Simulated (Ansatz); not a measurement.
Born–Oppenheimer molecular dynamics of CH$_{7}$BrSi (10 atoms, charge 0, multiplicity 1). It starts at the highest image of a converged band. Of that band: Neighbouring images differ by up to 1.9 eV, so the band resolves the path poorly. A vibrational analysis at the climbing image gives one clearly imaginary mode, 580i cm⁻¹: a first-order saddle point.

Level of theory: RKS B3LYP/def2-SVP (Ansatz).

```json
{"ensemble": "NVE (velocity Verlet)", "time step": "0.5 fs", "steps asked": "200", "starting velocities drawn for": "300 K", "seed": "10426"}
```

First frame:

```xyz
10
Properties=species:S:1:pos:R:3
Si -1.048 0.229 -0.263
Br 0.009 -2.105 -1.483
H -1.145 0.652 -1.673
H -1.197 1.480 0.553
H -1.950 -0.765 0.351
H 0.547 -0.658 -0.255
C 0.990 0.195 0.537
H 1.233 1.202 0.176
H 1.907 -0.419 0.475
H 0.654 0.190 1.582
```

Question: What does the run give?

Answer: The run went to its last step.

```
steps done                                               : 200
time covered                                             : 100 fs
mean temperature over the second half                    : 1746 K
spread of the potential energy over the second half      : 11.3 meV per atom
mean potential energy of the second half above the start : -149.5 meV per atom
```

The conserved energy stayed within 0.25 meV per atom of its start (net change 0.0029 meV per atom), so the integration is sound. The system heated up, since it started high on the potential surface and ran downhill. A run of 0.1 ps of so small a system gives no equilibrium averages. The orbitals stay closed-shell, which can raise the energy where a bond breaks towards radicals; this wasn't checked here.

Question: What happens to the structure?

Answer: The step under study would form Si1–C7, Br2–H6 and break Si1–Br2, H6–C7. These pairs go: Si1–C7 2.19 → 1.97 Å, Br2–H6 1.97 → 1.54 Å, Si1–Br2 2.84 → 4.65 Å, H6–C7 1.25 → 3.80 Å. In the last frame they stand as after the step (other bonds may differ from the relaxed reactants and products). It ends as BrH + CH6Si. Pairs count as bonded within 1.25 times the sum of covalent radii (0.12 Å more for H–H). This is one draw of velocities; another would differ in detail.

Question: How do temperature and energy run in time?

Answer: 
```
time (fs)  T (K)  potential energy less start (eV)  conserved less start (meV/atom)
      0.0    300                             0.000                             0.00
      8.0    265                             0.037                             0.14
     16.0    682                            -0.393                             0.15
     24.0    928                            -0.650                             0.02
     32.0   1356                            -1.093                            -0.11
     40.0   1529                            -1.271                             0.04
     48.0   1573                            -1.316                             0.05
     56.0   1670                            -1.415                             0.14
     64.0   1626                            -1.372                             0.01
     72.0   1864                            -1.618                            -0.07
     80.0   1800                            -1.553                            -0.13
     88.0   1628                            -1.372                             0.16
     96.0   1838                            -1.589                             0.11
```

Run time: 8.1 min on 2 threads of Arm Neoverse V1, on a shared host, peak memory 0.21 GiB.
